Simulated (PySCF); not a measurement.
A structure optimised at B3LYP-D3(BJ)/def2-SVP, used in a PySCF frequency run:

```xyz
10

C      2.3956    -0.7499     0.5464
C      1.2234    -0.4500     0.4093
Si    -0.5504     0.0157     0.2202
N     -1.0309    -0.7002    -1.2695
O     -0.7612     1.6672     0.2230
H      3.4301    -1.0138     0.6715
H     -1.3145    -0.4142     1.4143
H     -0.4429    -1.3874    -1.7281
H     -2.0033    -0.7785    -1.5478
H     -0.3715     2.1367    -0.5252
```

Question: Write its SMILES and formula.

Answer: C#C[Si@H](N)O, C2H5NOSi

Question: What are its rotational constants (standard atomic weights)?

Answer: 6.2112, 2.8728, 2.1737 GHz
